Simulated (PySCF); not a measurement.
CH3F3OSi, SMILES O[Si](F)(F)CF. Geometry optimised at PBE-D3(BJ)/def2-SVP. The structure was generated by enumeration, and PubChem lists no compound with its InChIKey, so it may never have been made. The values are those of a single conformer.

Task: Give the equilibrium geometry at PBE-D3(BJ)/def2-SVP (PySCF confirms it by a frequency run) as a Z-matrix. (Estimate from the structure and the level; the computed values follow.)

Result: Several could match; the one computed here: 
```
Si
F 1 1.6229
F 1 1.6247 2 105.15
O 1 1.6490 2 110.20 3 119.97
H 4 0.9773 1 110.44 2 133.03
C 1 1.8948 2 111.12 3 -120.38
F 6 1.4063 1 106.68 2 -139.05
H 6 1.1118 7 109.13 5 134.94
H 6 1.1127 8 107.74 7 -118.29
```
Charge 0, spin multiplicity 1.
